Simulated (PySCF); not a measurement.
## Unknown compound

An unknown has the formula C₆H₁₄Si₂. Its calculated NMR data are:

1H NMR (300 MHz, computed): δ 4.20 (s, 3H), 4.12 (s, 2H), 1.07 (s, 9H).

13C{1H} NMR (computed): δ 120.6 (C), 112.9 (C), 27.8 (CH3, 3C), 18.2 (C).

PySCF calculation with coordinates at the PBE0-D3(BJ)/def2-SVP level and σ from GIAO-PBE0/pcSseg-1; non-relativistic Hamiltonian, rapidly exchanging positions averaged, one computed conformer, gas phase.

Shifts are taken against calculated references (same method and geometry level): 1H (σ = 31.27 ppm) and 13C (σ = 184.41 ppm) against TMS.

Problem. Choose the structure that fits.
A. C1C[SiH]2CC[SiH]1CC2
B. CC(C)(C)[SiH2]C#C[SiH3]
C. [SiH3]/C=C(/[SiH3])C1CCC1

Solution. B. 

1. The formula gives 2 degrees of unsaturation (no ring in the answer).
2. 4 carbon signals for 6 carbons: some carbons are equivalent by symmetry or fast rotation.
3. Carbon types of the structure: 3 × C, 3 × CH3, leaving 5 H on heteroatoms.
4. δC 120.6, 112.9: alkyne carbon.
5. δC 27.8: methyl carbon; aliphatic region, no heteroatom directly attached.
6. δC 18.2: fully substituted sp3 carbon bonded to Si.
7. δH 4.12: hydrogen on a silicon bonded to 2 C.
8. δH 1.07: hydrogen on a methyl carbon.

The others: [SiH3]/C=C(/[SiH3])C1CCC1 would give 5 carbon signals, not 4; C1C[SiH]2CC[SiH]1CC2 would give 1 carbon signal, not 4.

Shifts are as computed. Against solution values, carbons near 30 ppm lie about +2 ppm off and those near 130 ppm about +5 ppm. Of 1211 compounds with measured shifts, 218 miss one by over three times the rms of a fit or turn the order of signals round; such compounds aren't used in these exercises. Multiplicities follow the n + 1 count of equivalent neighbours, as no J values were calculated; m marks all less simple cases, F and P coupling included.
